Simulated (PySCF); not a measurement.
An equivalent PySCF input for Cd⁺ (cadmium, charge +1), [Kr] 4d10 5s1, 2S determinant, with scalar relativity by spin-free X2C-1e:

```python
from pyscf import gto, scf, dft, mp, cc
import basis_set_exchange as bse
mol = gto.M(atom="Cd 0 0 0", charge=1, spin=1, symmetry="D2h",
            basis=gto.basis.parse(bse.get_basis("x2c-TZVPall", elements=["Cd"], fmt="nwchem", header=False)),
            nucmod="G")
mf = dft.UKS(mol, xc="M062X").sfx2c1e()
mf.irrep_nelec = {'Ag': (9, 8), 'B1g': (2, 2), 'B2g': (2, 2), 'B3g': (2, 2), 'B1u': (3, 3), 'B2u': (3, 3), 'B3u': (3, 3)}
mf.kernel()
```

It reaches the same state as the run whose output follows, with an energy that differs only through the grid. The run itself started from symmetry-adapted Hartree-Fock orbitals and held the occupation by maximum overlap, on a logarithmic radial grid, so the iterations belong to that start.

```
SCF conv_tol = 1e-09
number electrons alpha = 24  beta = 23
XC functionals = M062X
    Y. Zhao and D. G. Truhlar.,  Theor. Chem. Acc. 120, 215 (2008)
    Y. Zhao and D. G. Truhlar.,  Theor. Chem. Acc. 120, 215 (2008)
cycle= 1 E= -5594.10153425525  delta_E= -0.00958  |g|= 0.0143  |ddm|= 0.166
cycle= 2 E= -5594.10161774181  delta_E= -8.35e-05  |g|= 0.00651  |ddm|= 0.0497
cycle= 3 E= -5594.10162525509  delta_E= -7.51e-06  |g|= 0.00491  |ddm|= 0.00681
cycle= 4 E= -5594.10162885871  delta_E= -3.6e-06  |g|= 0.000457  |ddm|= 0.00422
cycle= 5 E= -5594.1016289468  delta_E= -8.81e-08  |g|= 3.27e-05  |ddm|= 0.00152
cycle= 6 E= -5594.10162894827  delta_E= -1.47e-09  |g|= 3.46e-06  |ddm|= 0.000257
cycle= 7 E= -5594.10162894828  delta_E= -1.09e-11  |g|= 7.52e-07  |ddm|= 1.04e-05
converged SCF energy = -5594.10162894828  <S^2> = 0.75048723  2S+1 = 2.0004872
```
